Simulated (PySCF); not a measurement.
The vertical singlet excitations below were computed for one of the candidates. Method: PySCF 2.14.0, density-fitted response routines, TDDFT PBE0/def2-SVPD, vertical, gas phase, core orbitals frozen in the response. Geometries: GFN2-xTB, one conformer each.

| state | E (eV) | f |
| --- | --- | --- |
| S1 | 5.91 | 0.010 |
| S2 | 5.98 | 0.262 |
| S3 | 6.58 | 0.016 |
| S4 | 6.79 | 0.0017 |
| S5 | 6.91 | 0.0060 |
| S6 | 7.53 | 0.0041 |

Triplets computed (Tamm–Dancoff): 3.55, 5.54 eV.

Question: Which candidate is it? All have the formula C5H4FN.
A. `N#CC1=CC[C@@H]1F`
B. `C=C(F)/C=C/C#N`
C. `Fc1ccccn1`

Answer: A. Its S1, at 5.91 eV, is the highest among the candidates; the nearest of the others has S1 at 5.31 eV. S1 is HOMO-1→LUMO (93%). Löwdin shares by element: HOMO carbon 60% or more, nitrogen 19% (atoms not listed hold the other 21%); LUMO carbon 68% or more, nitrogen 15% (atoms not listed hold the other 16%). At the same level the other candidates give, for their lowest levels:
- `Fc1ccccn1`: 5.31 eV (f 0.004); 5.56 eV (f 0.059); 5.80 eV (f 0.000); 6.47 eV (f 0.039); 7.38 eV (f 0.003); T1 4.26 eV; HOMO -7.75, LUMO -1.15 eV
- `C=C(F)/C=C/C#N`: 5.09 eV (f 0.761); 5.80 eV (f 0.000); 6.23 eV (f 0.022); 6.77 eV (f 0.005); 6.78 eV (f 0.000); T1 2.72 eV; HOMO -7.70, LUMO -2.52 eV
